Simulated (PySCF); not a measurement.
**Spin–spin coupling constants**

Cartesian coordinates in Å; atom numbers follow the order of the lines, from 1:
```xyz
17

C    -1.6228    1.5327    0.7812
B    -0.7827    0.2716    0.3435
C    -1.4705   -1.0056   -0.2547
N     0.6427    0.3465    0.5124
C     1.6129   -0.6020    0.2073
C     3.0266   -0.1685    0.5266
O     1.3564   -1.6809   -0.2696
H    -2.4062    1.2314    1.4972
H    -1.0463    2.3585    1.2271
H    -2.1660    1.9287   -0.0946
H    -2.5632   -0.9054   -0.3271
H    -1.2281   -1.8926    0.3532
H    -1.0591   -1.2392   -1.2498
H     1.0150    1.2034    0.9079
H     3.2865    0.7492   -0.0240
H     3.7180   -0.9706    0.2458
H     3.1327    0.0464    1.6016
```

Couplings: B3LYP/pcJ-1 (spin–dipole term only in couplings to heteroatoms) in PySCF, geometry PBE0-D3(BJ)/def2-SVP; gas phase, one conformer, non-relativistic. Couplings are averaged over pairs made equivalent by symmetry, fast rotation or ring inversion, so a value needn't be that of the named pair in this geometry, while other rotamers aren't included; one pair stands for each set, and the list holds a selection of those of at least 0.8 Hz over up to four bonds, among pairs with at least one C or B or N or H atom (others weren't computed).

Isotopes: ¹³C, ¹H, ¹⁵N, ¹¹B, ¹⁷O. Couplings to quadrupolar nuclei such as 17O and 33S are rarely resolved in practice.

| pair | bonds | J (Hz) |
| --- | --- | --- |
| C1, B2 | 1 | 57.1 |
| C1, H8 | 1 | 124.8 |
| B2, N4 | 1 | -23.7 |
| N4, C5 | 1 | -11.4 |
| N4, H14 | 1 | -80.3 |
| C5, C6 | 1 | ? |
| C5, O7 | 1 | ? |
| C6, H15 | 1 | ? |
| C1, N4 | 2 | -2.2 |
| B2, H8 | 2 | -5.1 |
| B2, H14 | 2 | ? |
| N4, C6 | 2 | -8.6 |
| N4, O7 | 2 | -0.9 |
| C5, H14 | 2 | ? |
| C5, H15 | 2 | ? |
| C6, O7 | 2 | -2.8 |
| H8, H9 | 2 | -15.5 |
| C1, C5 | 3 | 2.3 |
| C1, H14 | 3 | 4.5 |
| B2, O7 | 3 | -0.8 |
| N4, H8 | 3 | ? |
| N4, H15 | 3 | -0.9 |
| O7, H14 | 3 | -0.9 |
| O7, H15 | 3 | ? |
| C3, O7 | 4 | -1.2 |
| H8, H12 | 4 | 0.9 |

Problem. Estimate the withheld couplings, with signs.

Solution. 
- ¹J(C5,C6) = 53.5 Hz (bond length 1.513 Å)
- ¹J(C5,O7) = 29.0 Hz (bond length 1.207 Å)
- ¹J(C6,H15) = 134.6 Hz (mean over equivalent pairs that range from 129.9 to 144.0 Hz in this conformer)
- ²J(B2,H14) = -0.9 Hz (angle at N4 117°)
- ²J(C5,H14) = 2.7 Hz (angle at N4 114°)
- ²J(C5,H15) = -5.5 Hz
- ³J(N4,H8) = -1.7 Hz (mean over equivalent pairs that range from -3.1 to -0.3 Hz in this conformer)
- ³J(O7,H15) = -1.6 Hz
